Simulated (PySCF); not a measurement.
```xyz
4
charge 0 multiplicity 1, angstrom
Cr    0.0000    0.0000   -0.4114
Se    0.0000    0.0000    1.6947
Se    2.1529    0.0000   -0.7129
Se   -2.1529    0.0000   -0.7129
```

These are results of PBE0/[Cr def2-SVP, Se def2-SVP], no relativity, density fitting, PySCF, not measurements.

This geometry of CrSe3 is a stationary point at this level.

(1) What is the point group?

(2) Is it a minimum?

(3) List the harmonic modes with their infrared intensities.

(4) What are the dipole moment and the gap between the highest occupied and lowest empty levels?

## Answers

(1) C2v.

(2) No: it has 1 imaginary mode, at 137i cm⁻¹ (b2).

(3) 
| symmetry | ω (cm⁻¹) | IR (km/mol) |
| --- | --- | --- |
| b2 | 137i | – |
| a1 | 69 | 0.2 |
| b1 | 71 | 0.0 |
| a1 | 258 | 0.2 |
| b2 | 379 | 26.7 |
| a1 | 454 | 1.2 |

(4) 0.58 D and 1.69 eV.

Stability towards spin polarisation was not tested. Only a few start shapes were tried, so a lower isomer may exist. At this level a singlet minimum of C3v symmetry lies 91 kJ/mol below this structure.
